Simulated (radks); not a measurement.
The barium ion Ba2+, 54 electrons, occupied as [Xe] (the NIST ground configuration). Method: scalar-relativistic Kohn-Sham, PBE, spin-polarised, spherical densities, point nucleus; computed with a radial shooting solver on a logarithmic mesh with Libxc functionals.

Normalised radial functions P(r) = r R(r), r in bohr:

```
   r/bohr * 5s, o 5p (the largest magnitude, 0.918, reaches the edge; | marks zero, & curves that meet)
 0.001606                             o*
 0.002159                             o *
 0.002903                             o *
 0.003903                             o  *
 0.005205                             o  *
 0.006998                             o   *
 0.009409                             |o  *
  0.01265                             |o  *
  0.01687                             | o *
  0.02268                             | *o
   0.0305                             *   o
  0.04068                          *  |    o
  0.05469                        *    |     o
  0.07353                      *      |    o
  0.09886                         *   | o
   0.1319                          o  |*
   0.1773                      o      |       *
   0.2383                     o       |        *
   0.3204                            o|*
   0.4274                   *         |       o
   0.5746               *             |            o
   0.7725                           * |    o
    1.039                   o         |                *
    1.385       o                     |                          *
    1.863     o                       |                      *
    2.504             o               |           *
     3.34                      o      |   *
     4.49                           o |*
    6.037                             &
    8.117                             &
```

5s: eigenvalue -45.982 eV, 4 radial nodes at r = 0.0316, 0.125, 0.331, 0.798 bohr, <r> = 1.63 bohr, 90 % of the charge inside 2.35 bohr. 5p: eigenvalue -30.907 eV, 3 radial nodes at r = 0.112, 0.334, 0.857 bohr, <r> = 1.89 bohr, 90 % of the charge inside 2.76 bohr.
